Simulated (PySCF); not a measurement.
# Computed data sheet: `n1c(F)cnn1C`

Species: C3H4FN3.
SMILES with atom numbers: `[CH3:1][n:2]1[n:3][cH:4][c:5]([F:6])[n:7]1` (hydrogens: H8, H9, H10 on C1; H11 on C4)

Structure used (GFN2-xTB), in Å, numbered top down from 1:
```
atom  x, y, z in Å
C1    -1.8114   -0.1248    0.1495
N2    -0.3902   -0.0305    0.0176
N3     0.3529   -1.0442   -0.3414
C4     1.5987   -0.5905   -0.3332
C5     1.5305    0.7505    0.0542
F6     2.5233    1.6133    0.1996
N7     0.2658    1.0776    0.2699
H8    -2.1345   -1.0385   -0.3435
H9    -2.0920   -0.1563    1.2036
H10   -2.2759    0.7448   -0.3125
H11    2.4382   -1.1987   -0.5899
```

Among its groups: pyridine-type ring nitrogen, pyrrole-type ring nitrogen and C–F bond.

GFN2-xTB geometry:

```yaml
Rotational_constants_A_B_C_of_the_GFN2-xTB_geometry: 7.458, 2.172, 1.700 GHz
```

**PBE0/def2-SVPD ground state and vertical TDDFT (core frozen in the response) (PySCF)**

```yaml
Dipole_moment: 1.97 D
HOMO_energy: -7.70 eV
LUMO_energy: -0.41 eV
HOMO–LUMO_gap: 7.29 eV
Lowest_singlet_excitation: 6.44 eV (192 nm, f = 0.180 summed over 2 states within 0.01 eV)
Strongest_line_among_the_8_lowest_singlet_transitions: S1/S2 at 6.44 eV (192 nm, f = 0.180 summed over these states)
Lowest_triplet_excitation_Tamm–Dancoff: 4.75 eV
Static_isotropic_polarisability: 54.9 au
Electronic_spatial_extent_⟨r²⟩_about_the_centre_of_nuclear_charge: 668 bohr²
```

From PBE0/pcSseg-1 ground state and GIAO shieldings, non-relativistic (PySCF):

```yaml
Lowest_Hirshfeld_atomic_charge: -0.16 e on N7
Highest_Hirshfeld_atomic_charge: +0.10 e on N2/C5
13C_chemical_shifts_computed_TMS_as_zero_by_class: 172.8 (C5), 121.9 (C4), 42.5 (C1) ppm
1H_chemical_shifts_computed_TMS_as_zero_by_class: 7.15 (H11), 4.16 (H8/H9/H10) ppm
Isotropic_shieldings_of_nuclei_other_than_C_and_H_by_class: -105 (N3), -66 (N7), 18 (N2), 325 (F6) ppm
Mayer_bond_orders_between_heavy_atoms: C1–N2 0.89, N2–N3 1.26, N3–C4 1.46, C4–C5 1.33, C5–F6 1.01, C5–N7 1.50, N7–N2 1.17
```

**B3LYP/pcJ-1 indirect spin-spin coupling, non-relativistic, gas phase; spin–dipole term left out for some pairs (PySCF)**

```yaml
Largest_of_the_computed_one-bond_spin–spin_couplings_means_over_like_bonds: 19F–13C -323.5 (F6–C5), 13C–1H +205.9 (C4–H11), 13C–1H +145.5 (C1–H8 and 2 like it), 13C–13C +76.3 (C4–C5), 15N–13C -21.1 (N2–C1), 15N–15N -13.5 (N2–N3), 15N–15N -13.1 (N2–N7), 15N–13C -8.6 (N7–C5) Hz
```

**delta-SCF UKS SCAN, pcX-2 on the ionised atom, pcseg-1 elsewhere, spin-free X2C (PySCF)**

```yaml
Core_binding_energies: C1s 291.5 (C4), C1s 292.6 (C1), C1s 293.8 (C5), N1s 406.0 (N7), N1s 406.0 (N3), N1s 408.2 (N2), F1s 693.7 (F6) eV
```

Monoisotopic mass from the formula: 101.0389 u.

The largest Löwdin shares of the LUMO are 0.28 on N3, 0.21 on N7, 0.21 on N2 and 0.12 on C4. The largest Löwdin shares of the HOMO are 0.24 on N2, 0.22 on C5, 0.21 on C4 and 0.11 on F6. No computed singlet falls in the visible range (750 to 380 nm, 1.65 to 3.26 eV); S1 lies 3.18 eV above its blue end. The rotational constants make it an asymmetric top with κ = (2B − A − C)/(A − C) = -0.84, nearer the prolate limit (−1). With B = h/(8π²I), that is 505.379 GHz u Å² over I, the principal moments of inertia are 67.8, 232.6 and 297.2 u Å² (most abundant isotopes).

For the spin–spin coupling job (B3LYP/pcJ-1), time: 29 s; peak memory 0.87 GiB. Hardware: an Intel Xeon 6975P-C with one thread, no GPU, shared host.
